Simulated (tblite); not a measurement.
Species: C6H14SSi.
SMILES with atom numbers: `[CH2:1]=[C:2]([S:3][CH3:4])[Si:5]([CH3:6])([CH3:7])[CH3:8]` (hydrogens: H9, H10 on C1; H11, H12, H13 on C4; H14, H15, H16 on C6; H17, H18, H19 on C7; H20, H21, H22 on C8)

The geometry is computed with GFN2-xTB (gas phase).

(1) List the bond lengths, angles and torsions at this level.

Results:

(1) 
```tsv
bond	length (Å)
C1=C2	1.327
C2–S3	1.766
S3–C4	1.818
C2–Si5	1.907
Si5–C6, Si5–C7, Si5–C8	1.906
C1–H9	1.076
C1–H10	1.078
C4–H11, C4–H12, C4–H13	1.086
C6–H14 and 8 like bonds	1.086
```

Bonds in one row agree within 0.01 Å and their mean is given. A selection of angles:
```tsv
angle	degrees
C2–C1–H9	120.0
C2–C1–H10	124.3
H9–C1–H10	115.7
C1–C2–S3	123.6
C1–C2–Si5	124.8
S3–C2–Si5	111.6
C2–S3–C4	104.7
S3–C4–H11	109.9
S3–C4–H12	105.8
H11–C4–H12	110.0
H11–C4–H13	111.1
C2–Si5–C6	107.5
C2–Si5–C8	109.8
C6–Si5–C7	110.6
C6–Si5–C8	110.2
Si5–C6–H14	111.4
H14–C6–H15	107.6
Si5–C8–H20	110.1
```

Dihedral angles: C1–C2–S3–C4 2° (synperiplanar); C1–C2–Si5–C6 -116° (anticlinal). The mirror-image conformer, all signs reversed, is as good.

Si5 (four-coordinate silicon) is tetrahedral (angles from 107.5° to 110.6°). The 2 C–S bonds span 1.766 Å (C2–S3, drawn single) to 1.818 Å (S3–C4, drawn single), a spread of 0.052 Å. All 4 C–Si bonds measure 1.905 to 1.907 Å. Of the pairs four or more bonds apart, C4···H10 is among the closest relative to their van der Waals radii: 2.58 Å, 89 % of the sum of Bondi's values.

Point group: near Cs, missed by 0.24 Å at most; the miss may be what the optimiser left on a soft mode. Its GFN2-xTB frequencies are all real (lowest 24 cm⁻¹). One conformer, not necessarily the lowest.

Time: 1.2 s. Hardware: Arm Neoverse N1, one thread, shared host. That covers the optimisation of the geometry.
